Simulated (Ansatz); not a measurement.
Reaction (cleavage of the Si–Si bond): `F[SiH2][SiH](F)F` + `C=C=N` → `C=C=N[SiH](F)F` + `F[SiH3]`

Isolated molecules relaxed with PBE0-D4/def2-TZVP in Ansatz; ΔE leaves out vibrations. CBS: MP2 limit from def2 TZ/QZ plus the TZ coupled-cluster correction, frozen cores. This one scheme is used for every species. Functionals use def2-TZVPP. Each species was taken in one conformer, which may not be the lowest.

`F[SiH2][SiH](F)F`:

```xyz
8

F     1.841   -1.336   -0.178
Si    0.844   -0.449    0.713
Si   -0.798    0.472   -0.701
F    -1.735   -0.684   -1.265
F    -1.710    1.433    0.184
H     1.634    0.629    1.360
H     0.233   -1.319    1.748
H    -0.309    1.254   -1.860
```

`C=C=N`:

```xyz
6

C     0.584   -0.654    0.417
C    -0.231    0.125   -0.243
N    -1.006    0.761   -0.932
H     1.637   -0.670    0.174
H     0.211   -1.278    1.218
H    -1.194    1.716   -0.634
```

`C=C=N[SiH](F)F`:

Cartesian coordinates in Å:
```
C 2.171 -0.242 0.386
C 1.000 0.111 -0.069
N -0.058 0.474 -0.529
Si -1.720 0.207 -0.268
F -1.991 -0.940 0.788
F -2.339 -0.269 -1.639
H 2.684 -1.091 -0.044
H 2.624 0.307 1.199
H -2.370 1.443 0.177
```

`F[SiH3]`:

Z-matrix (Å, degrees):
```
Si
F 1 1.600
H 1 1.482 2 108.3
H 1 1.482 2 108.3 3 -120.0
H 1 1.482 2 108.3 3 120.0
```

CCSD(T)/CBS gives -104.1 kJ/mol.

Task: Another level gave -94.9 kJ/mol. Which?
A. CAM-B3LYP-D4/def2-TZVPP
B. LC-ωPBE/def2-TZVPP
C. BHLYP/def2-TZVPP
D. revPBE/def2-TZVPP

Result: B. LC-ωPBE -94.9, CAM-B3LYP-D4 -105.9, revPBE -78.0, BHLYP -111.7 kJ/mol.

Task: What do rigid-rotor, harmonic-oscillator terms from PBE0-D4/def2-TZVP frequencies (298.15 K, 1 bar) make of the CCSD(T)/CBS value? (Best estimate.)

Result: Computed: ΔZPE = -4.2 kJ/mol, ΔH = -109.0 kJ/mol, ΔS = -12 J/(mol·K), ΔG = -105.4 kJ/mol. Modes under 50 cm⁻¹ make the entropy rough.

Largest T1 diagnostic among the species: 0.015.

From r2SCAN to r2SCAN0 (25 % exact exchange), in def2-TZVPP and without D4, ΔE moves by −5.0 kJ/mol. Leaving LDA and LC-ωPBE aside and taking each functional with its dispersion term where it has one, the values, not all of them listed here, spread over 30.0 kJ/mol, from BHLYP-D4 to PBE-D4. LDA lies −7.8 kJ/mol from PBE without D4.
